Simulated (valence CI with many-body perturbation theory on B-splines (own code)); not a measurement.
## Ladder of approximations for Hf LXVI

Calculated by configuration interaction combined with many-body perturbation theory (CI+MBPT): five valence electrons over a frozen Dirac-Fock core [He], radial functions for each j: 9 s, 9 p, 8 d, 6 f, 3 g, 1 h, with the one-electron correlation potential Σ1 (screened to all orders), the two-electron term Σ2, the three-electron term Σ3, Breit, model QED; selected single and double excitations, second order for the rest (own B-spline code, finite nucleus).

No measured spectrum was set against this ion. As an estimate, large intervals hold to a few tenths of a per cent, small ones and those within an open d or f shell to about a per cent. Among the levels kept, up to 1100 cm⁻¹ of a level comes from second order outside the variational space, and about a tenth of that is noise between levels of different J, which matters for small intervals.

Each rung adds one term. CI alone is the Dirac-Coulomb CI over the frozen core; QED comes last and gives the full result, which names the levels. Energies are above (2s^2 2p1/2^2 2p3/2) J=3/2 on the same rung, in Ry.

Levels are named by their leading jj configuration (3d3/2^4 stands for four electrons in 3d with j = 3/2), which in mixed levels can hold well under half, so a name can repeat and another be missing. Letters in brackets count levels of one name in rising energy.

```
                             Level  CI alone      Σ1      Σ2      Σ3   Breit     QED    Full
        (2s^2 2p1/2 2p3/2^2) J=3/2     90.82  +0.015  -0.002  -0.001  -1.212  +0.126   89.74
        (2s^2 2p1/2 2p3/2^2) J=5/2     93.19  +0.015  +0.001  -0.004  -1.892  +0.126   91.43
        (2s^2 2p1/2 2p3/2^2) J=1/2     96.02  +0.015  +0.008  -0.007  -1.031  +0.124   95.13
        (2s 2p1/2^2 2p3/2^2) J=5/2    115.74  -0.010  -0.022  -0.008  -0.503  -1.075  114.13
        (2s 2p1/2^2 2p3/2^2) J=1/2    122.57  -0.010  -0.020  -0.015  +0.192  -1.078  121.64
        (2s 2p1/2^2 2p3/2^2) J=3/2    123.14  -0.010  -0.037  -0.019  -0.256  -1.079  121.73
              (2s^2 2p3/2^3) J=3/2    187.25  +0.030  +0.006  -0.008  -2.456  +0.237  185.06
      (2s 2p1/2 2p3/2^3) J=3/2 [a]    208.14  +0.005  -0.015  -0.010  -1.330  -0.952  205.83
          (2s 2p1/2 2p3/2^3) J=5/2    211.82  +0.005  -0.019  -0.014  -2.024  -0.953  208.82
          (2s 2p1/2 2p3/2^3) J=1/2    215.68  +0.005  -0.028  -0.020  -1.304  -0.958  213.38
      (2s 2p1/2 2p3/2^3) J=3/2 [b]    216.70  +0.005  -0.030  -0.021  -1.692  -0.957  214.01
           (2p1/2^2 2p3/2^3) J=3/2    243.50  -0.020  -0.059  -0.028  -0.335  -2.143  240.91
                (2s 2p3/2^4) J=1/2    307.75  +0.020  -0.012  -0.019  -2.457  -0.833  304.45
             (2p1/2 2p3/2^4) J=1/2    336.49  -0.005  -0.047  -0.027  -1.575  -2.037  332.79
           (2s^2 2p1/2^2 3s) J=1/2    612.79  +0.020  +0.013  -0.013  -0.608  +0.204  612.41
        (2s^2 2p1/2^2 3p1/2) J=1/2    620.20  +0.014  +0.008  -0.013  -0.251  -0.144  619.81
        (2s^2 2p1/2^2 3p3/2) J=3/2    648.20  +0.018  +0.003  -0.013  -0.663  -0.107  647.44
        (2s^2 2p1/2^2 3d3/2) J=3/2    654.73  +0.020  +0.011  -0.012  -0.700  -0.154  653.89
        (2s^2 2p1/2^2 3d5/2) J=5/2    662.75  +0.021  +0.010  -0.012  -0.927  -0.137  661.70
   (2s^2 2p1/2 2p3/2 3s) J=3/2 [a]    704.84  +0.035  +0.005  -0.013  -1.975  +0.329  703.22
       (2s^2 2p1/2 2p3/2 3s) J=1/2    705.58  +0.035  +0.006  -0.013  -1.981  +0.330  703.96
       (2s^2 2p1/2 2p3/2 3s) J=5/2    706.86  +0.035  +0.008  -0.015  -2.564  +0.331  704.66
   (2s^2 2p1/2 2p3/2 3s) J=3/2 [b]    707.26  +0.035  +0.007  -0.015  -2.476  +0.330  705.14
    (2s^2 2p1/2 2p3/2 3p1/2) J=1/2    712.13  +0.029  +0.004  -0.013  -1.604  -0.018  710.53
(2s^2 2p1/2 2p3/2 3p1/2) J=3/2 [a]    712.79  +0.029   0.000  -0.014  -1.797  -0.017  710.99
    (2s^2 2p1/2 2p3/2 3p1/2) J=5/2    714.27  +0.029  +0.004  -0.015  -2.303  -0.018  711.97
(2s^2 2p1/2 2p3/2 3p1/2) J=3/2 [b]    716.83  +0.029  -0.001  -0.015  -1.916  -0.021  714.91
       (2s 2p1/2^2 2p3/2 3s) J=5/2    726.63  +0.010  -0.006  -0.017  -1.189  -0.866  724.57
   (2s 2p1/2^2 2p3/2 3s) J=3/2 [a]    728.64  +0.010  -0.012  -0.017  -1.098  -0.870  726.66
       (2s 2p1/2^2 2p3/2 3s) J=1/2    733.21  +0.010  -0.019  -0.023  -0.981  -0.848  731.35
   (2s 2p1/2^2 2p3/2 3s) J=3/2 [b]    733.89  +0.010  -0.021  -0.023  -0.937  -0.869  732.05
```

The middle columns are the shifts that each term adds.

How does the ionisation energy move along the ladder, and which term matters most?

CI alone 15694, + Σ1 15694, + Σ2 15694, + Σ3 15694, + Breit 15681, + QED 15679 eV. The largest step is Breit, -13 eV. NIST lists 15680 ± 30 eV (theoretical).
